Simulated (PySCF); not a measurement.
C5H9N, SMILES C=CC(N)C=C. Coordinates come from a PBE-D3(BJ)/def2-SVP optimisation. One conformer was computed; it need not be the lowest.

Computed equilibrium geometry at PBE-D3(BJ)/def2-SVP (PySCF confirms it by a frequency run) as bond lengths and angles (one conformer of several):
Atoms: C1 C2 C3 N4 C5 C6 H7 H8 H9 H10 H11 H12 H13 H14 H15. Bond lengths (Å): C1–C2 1.345, C1–H7 1.101, C1–H8 1.103, C2–C3 1.515, C2–H9 1.107, C3–N4 1.476, C3–C5 1.510, C3–H10 1.113, N4–H11 1.031, N4–H12 1.030, C5–C6 1.342, C5–H13 1.107, C6–H14 1.103, C6–H15 1.101. Angles (°): C2–C1–H7 121.9, C2–C1–H8 121.1, H7–C1–H8 117.0, C1–C2–C3 125.2, C1–C2–H9 119.6, C3–C2–H9 115.1, C2–C3–N4 112.4, C2–C3–C5 110.4, C2–C3–H10 108.3, N4–C3–C5 109.5, N4–C3–H10 107.7, C5–C3–H10 108.4, C3–N4–H11 109.0, C3–N4–H12 108.5, H11–N4–H12 105.0, C3–C5–C6 125.4, C3–C5–H13 115.2, C6–C5–H13 119.4, C5–C6–H14 121.3, C5–C6–H15 121.6, H14–C6–H15 117.1.
